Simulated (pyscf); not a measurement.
Optimised with ωB97X-D3(BJ)/def2-SVP in PySCF. Correlated levels are frozen-core, on RHF or UHF. ΔMP2 is the change of the MP2 total energy from the triple- to the quadruple-zeta basis.

SMILES: [SeH][Be][CH2]C
```xyz
10

C     -2.0715    -0.3289     0.3263
C     -1.0422    -0.4599     1.4655
Be     0.5199    -0.9041     1.0179
Se     2.4090    -1.4599     0.4841
H     -1.7681     0.4320    -0.4121
H     -2.1941    -1.2768    -0.2239
H     -3.0692    -0.0393     0.6975
H     -1.4077    -1.1914     2.2139
H     -0.9844     0.4952     2.0251
H      2.7865    -0.0537     0.2872
```

**Question.** How much does it cost (ΔH, 298 K, CCSD(T)/def2-TZVPP + ΔMP2(QZVPP)) to split `[CH3][CH2][Be][SeH]` at its Be–Se bond into [Be–CH₂–CH₃]• + SeH•?

**Answer.** Be–Se to [Be–CH₂–CH₃]• + SeH•: 4.18 eV. The radicals are drawn with the spin at the cut bond; how far it spreads was not checked. Other isomers of [Be–CH₂–CH₃]• were not searched in full and may lie lower. The CCSD(T) − MP2 part came from Ansatz, without density fitting, on the same reference. The frozen core leaves the outer d or s,p core shells of the metals and heavy elements correlated in the MP2 and CC values, and def2-TZVPP describes them poorly, which can shift differences by a few kcal/mol. Left out: the spin-orbit lowering of SeH, which is large for Br, Se, Te and I. Elements up to Kr have no core potential and no relativistic terms here.
